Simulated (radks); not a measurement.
Spherical jellium clusters: N electrons in a uniform positive sphere of charge N and radius rs N^(1/3), rs = 3.3 bohr. Calculated with a radial shooting solver with Libxc functionals: non-relativistic Kohn-Sham, LDA (Slater exchange, Perdew-Wang correlation), spin-polarised, spherical densities. Levels are named by radial order and angular momentum (1s, 1p, 1d, 2s, ...), and open shells are averaged over m.

N = 31, configuration 1s2 1p6 1d10 2s2 1f(up 7, down 4). This is the lowest configuration that the search found. Occupied and some empty levels:

| level | occupation | eigenvalue (eV) | <r> (bohr) |
|---|---|---|---|
| 1s up | 1 | -6.8224 | 5.951 |
| 1s down | 1 | -6.7221 | 5.796 |
| 1p up | 3 | -5.8304 | 7.286 |
| 1p down | 3 | -5.6784 | 7.215 |
| 1d up | 5 | -4.6578 | 8.154 |
| 1d down | 5 | -4.4829 | 8.137 |
| 2s up | 1 | -4.2888 | 6.715 |
| 2s down | 1 | -4.1929 | 6.815 |
| 1f up | 7 | -3.3131 | 8.866 |
| 1f down | 4 | -3.1329 | 8.887 |
| 2p up | 0 | -2.6829 | 7.902 |
| 2p down | 0 | -2.5944 | 7.954 |
| 1g up | 0 | -1.8313 | 9.575 |
| 1g down | 0 | -1.6590 | 9.637 |
| 2d up | 0 | -1.1909 | 9.825 |
| 2d down | 0 | -1.1061 | 9.933 |

Energy (eV): total -54.3506, kinetic 77.774, external -2981.5, Hartree 1470.2, exchange-correlation -134.39, background 1513.5.

Electron density:

| r (bohr) | n(r) (e/bohr^3) |
|---|---|
| 0.751 | 0.008574 |
| 2.01 | 0.007222 |
| 3.26 | 0.005883 |
| 4.52 | 0.005752 |
| 5.77 | 0.006785 |
| 7.03 | 0.007634 |
| 8.28 | 0.006755 |
| 9.54 | 0.004146 |
| 10.8 | 0.001695 |
| 12.1 | 0.0005234 |
| 13.3 | 0.0001417 |
| 14.6 | 0.00003526 |
| 15.8 | 8.547e-06 |
